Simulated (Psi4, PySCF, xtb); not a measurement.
Interaction energy of CHN ··· H4Si (SMILES C#N and [SiH4]). Monomers: optimised at B3LYP-D3(BJ) (def2-TZVP), held rigid. Orientation: a random orientation, not optimised. The monomers approach along the line of their centres of mass (distance R); nothing else relaxes.

Geometry at R = 3.98 Å (first 3 atoms: monomer A):
```
8

C     -0.0265     0.0002     0.0000
N      1.1197    -0.0090     0.0000
H     -1.0932     0.0088     0.0000
Si    -1.8097    -3.1362    -0.7609
H     -1.6373    -2.2263     0.3939
H     -1.2540    -4.4672    -0.4277
H     -3.2504    -3.2675    -1.0748
H     -1.0972    -2.5839    -1.9351
```

Levels of theory: RKS-M06-2X/6-31G* = restricted M06-2X/6-31G*, spherical d, no counterpoise correction (PySCF); GFN1-xTB (xtb); RKS-B3LYP/6-31G* = restricted B3LYP/6-31G*, spherical d, no counterpoise correction run with PySCF; wB97X-D/def2-TZVP, counterpoise-corrected (Psi4).

Interaction energies in kJ/mol:

```tsv
R / Å	RKS-M06-2X/6-31G*	GFN1-xTB	RKS-B3LYP/6-31G*
3.37	29.07	21.63	38.35
3.60	10.66	7.82	17.89
3.78	3.61	2.28	9.18
3.98	-0.08	-0.75	3.93
4.17	-1.46	-1.92	1.44
4.37	-1.90	-2.24	0.24
4.67	-1.85	-2.02	-0.31
5.02	-1.49	-1.51	-0.30
5.51	-0.84	-0.93	-0.16
6.14	-0.27	-0.50	-0.07
7.17	-0.05	-0.19	-0.03
8.44	-0.02	-0.07	-0.02
```

Question: Predict the corresponding wB97X-D/def2-TZVP column.

Answer: 3.37: 31.16; 3.60: 12.36; 3.78: 4.66; 3.98: 0.31; 4.17: -1.42; 4.37: -1.98; 4.67: -1.90; 5.02: -1.52; 5.51: -0.97; 6.14: -0.48; 7.17: -0.17; 8.44: -0.06 (kJ/mol).
